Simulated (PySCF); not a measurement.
Geometry:
| atom | x (Å) | y (Å) | z (Å) |
| --- | --- | --- | --- |
| Zn1 | -0.006 | 0.001 | 0.006 |
| Cl2 | -0.007 | -0.028 | 2.347 |
| Cl3 | 2.198 | 0.009 | -0.762 |
| Cl4 | -1.098 | 1.921 | -0.769 |
| Cl5 | -1.087 | -1.903 | -0.822 |

Total charge -2.

Geometry: PBE0-D3(BJ)/def2-SVP; GIAO absolute shieldings from PySCF 2.14, gas phase, non-relativistic, averaged over equivalent atoms.

At PBE0/pcSseg-1 (pcSseg-2 on Zn) (169 basis functions, 21 s wall time on 1 thread of an Arm Neoverse V1, shared host):
```tsv
atoms	σ (ppm)
Zn1	1607.9
Cl2/Cl3/Cl4/Cl5	1064.1
```

Problem. What do these become at B3LYP/pcSseg-1 (pcSseg-2 on Zn)?

Solution. 
| atoms | σ at B3LYP/pcSseg-1 (pcSseg-2 on Zn) | change |
| --- | --- | --- |
| Zn1 | 1591.2 | -16.7 |
| Cl2/Cl3/Cl4/Cl5 | 1055.1 | -9.0 |

The largest change is at Zn1 (Zn bonded to 4 Cl). Cost: 169 basis functions, 14 s wall time on 1 thread of an Arm Neoverse V1, shared host.
